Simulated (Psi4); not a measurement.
H₃Cl₃OSiTi (SMILES [SiH3][O][Ti]([Cl])([Cl])[Cl]), singlet, at a GFN2-xTB geometry (such geometries of metal compounds can be far from the true shape); Psi4 with HF/3-21G.

The Psi4 input:
```
memory 2 GB

molecule mol {
0 1
  Ti   -0.190886    0.171345    0.167055
  Cl    0.102734    2.251626   -0.157005
  Cl    0.050074   -0.157095    2.253406
  Cl   -2.230463   -0.229565   -0.278133
  O     0.860455   -0.772371   -0.753031
  Si    1.874933   -1.682997   -1.640855
  H     3.062994   -1.903262   -0.803899
  H     2.171792   -0.901433   -2.849795
  H     1.152149   -2.928412   -1.935859
}

set basis 3-21g
set reference rhf
set df_basis_scf cc-pvqz-jkfit

energy('scf')
print_variables()
```

**Question.** Write the output that Psi4 gives for this input, abridged.

**Answer.** 
```
   => Loading Basis Set <=

    Name: 3-21G
    Role: ORBITAL
    Keyword: BASIS

         ---------------------------------------------------------
                                   SCF
               by Justin Turney, Rob Parrish, Andy Simmonett
                          and Daniel G. A. Smith
                              RHF Reference
         ---------------------------------------------------------

  ==> Geometry <==

    Molecular point group: c1
    Full point group: C1

    Geometry (in Angstrom), charge = 0, multiplicity = 1:

       Center              X                  Y                   Z               Mass
    ------------   -----------------  -----------------  -----------------  -----------------
         TI          -0.145096003228     0.130242630186     0.126981650658    47.947941980000
         CL           0.148523996772     2.210523630186    -0.197078349342    34.968852682000
         CL           0.095863996772    -0.198197369814     2.213332650658    34.968852682000
         CL          -2.184673003228    -0.270667369814    -0.318206349342    34.968852682000
         O            0.906244996772    -0.813473369814    -0.793104349342    15.994914619570
         SI           1.920722996772    -1.724099369814    -1.680928349342    27.976926534650
         H            3.108783996772    -1.944364369814    -0.843972349342     1.007825032230
         H            2.217581996772    -0.942535369814    -2.889868349342     1.007825032230
         H            1.197938996772    -2.969514369814    -1.975932349342     1.007825032230

  Running in c1 symmetry.

  Rotational constants: A =      0.04090  B =      0.02564  C =      0.02564 [cm^-1]
  Rotational constants: A =   1226.09364  B =    768.61651  C =    768.61646 [MHz]
  Nuclear repulsion =  751.209050276979383

  Charge       = 0
  Multiplicity = 1
  Electrons    = 98
  Nalpha       = 49
  Nbeta        = 49

  ==> Algorithm <==

  SCF Algorithm Type is DF.
  DIIS enabled.
  MOM disabled.
  Fractional occupation disabled.
  Guess Type is SAD.
  Energy threshold   = 1.00e-06
  Density threshold  = 1.00e-06
  Integral threshold = 1.00e-12

  ==> Primary Basis <==

  Basis Set: 3-21G
    Blend: 3-21G
    Number of shells: 50
    Number of basis functions: 96
    Number of Cartesian functions: 96
    Spherical Harmonics?: false
    Max angular momentum: 2

Traceback (most recent call last):
  File "psi4", line 375, in <module>
  File "<string>", line 31, in <module>
  File "site-packages/psi4/driver/driver.py", line 533, in energy
  File "site-packages/psi4/driver/procrouting/proc.py", line 2760, in run_scf
  File "site-packages/psi4/driver/procrouting/proc.py", line 1939, in scf_helper
  File "site-packages/psi4/driver/procrouting/proc.py", line 1462, in scf_wavefunction_factory
  File "site-packages/psi4/driver/p4util/python_helpers.py", line 169, in _pybuild_basis
  File "site-packages/psi4/driver/qcdb/libmintsbasisset.py", line 722, in pyconstruct
  File "site-packages/psi4/driver/qcdb/libmintsbasisset.py", line 976, in construct

psi4.driver.qcdb.exceptions.BasisSetNotFound: BasisSet::construct: Unable to find a basis set for atom 1 for key JKFIT among:
  Shell Entries: ['TI']
  Basis Sets: [('CC-PVQZ-JKFIT', 'CC-PVQZ-JKFIT', None)]
  File Path: tmpy5e4fc0w, tmpy5e4fc0w, basis
  Input Blocks:

Printing out the relevant lines from the Psithon --> Python processed input file:
    ""","mol")
    core.IO.set_default_namespace("mol")
    core.set_global_option("BASIS", "3-21g")
    core.set_global_option("REFERENCE", "rhf")
    core.set_global_option("DF_BASIS_SCF", "cc-pvqz-jkfit")
--> energy('scf')
    print_variables()

!----------------------------------------------------------------------------------!
!                                                                                  !
!  BasisSet::construct: Unable to find a basis set for atom 1 for key JKFIT among: !
!   Shell Entries: ['TI']                                                          !
!   Basis Sets: [('CC-PVQZ-JKFIT', 'CC-PVQZ-JKFIT', None)]                         !
!   File Path: tmpy5e4fc0w, !
!     tmpy5e4fc0w,          !
!     basis                                          !
!   Input Blocks:                                                                  !
!                                                                                  !
!----------------------------------------------------------------------------------!

QcdbException BasisSetNotFound: BasisSet::construct: Unable to find a basis set for atom 1 for key JKFIT among:
  Shell Entries: ['TI']
  Basis Sets: [('CC-PVQZ-JKFIT', 'CC-PVQZ-JKFIT', None)]
  File Path: tmpy5e4fc0w, tmpy5e4fc0w, basis
  Input Blocks:
```

The input was rejected before any calculation.
